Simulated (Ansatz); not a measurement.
Job for Ansatz (a first-principles code): SC-NEVPT2 on SA-CASSCF(4,4)/cc-pVDZ on C4H4 (SMILES C1=CC=C1), 2S+1 = 3, a spin state set in the input, which need not be the lowest.

Ansatz 0.2 input:
```yaml
crystal:
  periodic: [false, false, false]
  atoms:
    - {symbol: C, position_ang: [1.02152695, -0.13973325, 0.01940750]}
    - {symbol: C, position_ang: [0.30743480, 0.97911343, 0.10119330]}
    - {symbol: C, position_ang: [-1.02152695, 0.13973325, -0.01940750]}
    - {symbol: C, position_ang: [-0.30743480, -0.97911343, -0.10119330]}
    - {symbol: H, position_ang: [2.07440130, -0.37737219, 0.03066891]}
    - {symbol: H, position_ang: [0.53913545, 2.02809760, 0.20650469]}
    - {symbol: H, position_ang: [-2.07440130, 0.37737219, -0.03066891]}
    - {symbol: H, position_ang: [-0.53913545, -2.02809760, -0.20650469]}
basis:
  gaussian:
    orbitals: cc-pVDZ
magnetization: {spin_polarized: false, initial_magnetization: 2}
correlation: {method: sc_nevpt2, electrons: outside_noble_gas, active_space: {window: {electrons: 4, orbitals: 4}, states: [{multiplicity: 1, weights: [1]}, {multiplicity: 3, weights: [1]}]}}
output: {orbitals: {seedname: ./end}}
```

Program output:

```
WARN ansatz: RAYON_NUM_THREADS=2 ignored (pool sized by the plan → 2); use --threads N
Functional definition: HF
integrals: 0.04 GiB planned
1454 factors; integrals over basis functions are off by at most 1.4e-7 eV
mean field: 0.30 GiB planned
mean field evaluation 1: about -4177.9402 eV, gradient 2.3e1 eV
mean field evaluation 2: about -4178.1934 eV, gradient 2.3e1 eV
mean field evaluation 4: about -4179.9114 eV, gradient 3.0e0 eV
mean field evaluation 8: about -4179.9391 eV, gradient 1.4e-4 eV
mean field evaluation 16: about -4179.9393 eV, gradient 6.5e-2 eV
mean field evaluation 32: about -4179.9391 eV, gradient 2.2e-6 eV
mean field -4179.93946171 eV, -153.6099419529 hartree, gradient 5.6e-6 eV, S^2 2.000000; 4 other end points of the search recorded, 0 dependent functions left out
reference -4179.93912188 eV, -153.6099294645 hartree; 15, 13 occupied and 61, 63 virtual orbitals, 1454 factors
configuration interaction: 0.29 GiB planned
configuration interaction: 0.00 GiB planned
state -4182.87829985 eV, -153.7179422628 hartree
state -4182.87829985 eV, -153.7179422628 hartree; corrected -4195.58575822 eV, -154.1849327444 hartree
configuration interaction: 0.00 GiB planned
state -4180.98165616 eV, -153.6482418926 hartree
state -4180.98165616 eV, -153.6482418926 hartree; corrected -4193.94702893 eV, -154.1247105539 hartree
configuration interaction: 0.00 GiB planned
state -4182.29566081 eV, -153.6965306730 hartree
state -4182.29566081 eV, -153.6965306730 hartree; corrected -4195.48581424 eV, -154.1812598709 hartree
configuration interaction: 0.00 GiB planned
state -4180.29857433 eV, -153.6231390985 hartree
state -4180.29857433 eV, -153.6231390985 hartree; corrected -4193.15243284 eV, -154.0955096861 hartree
state -4182.87829985 eV, -153.7179422628 hartree; corrected -4195.58575822 eV, -154.1849327444 hartree
state -4180.98165616 eV, -153.6482418926 hartree; corrected -4193.94702893 eV, -154.1247105539 hartree
2 active orbitals were swapped for others, from the solution at -4181.29710473 eV, -153.6598344138 hartree to that at -4181.92997800 eV, -153.6830920777 hartree; typed "places" are swapped only where nearly empty or full, and so, without "given_window_search", are "orbital_numbers", "shells" and a window whose orbitals a file names under [Active]
Total energy: -4194.76639358 eV, -154.1548216491 hartree
```

The run converged. The last total energy is the mean of the averaged states.

Cost: very roughly 14 core-seconds.
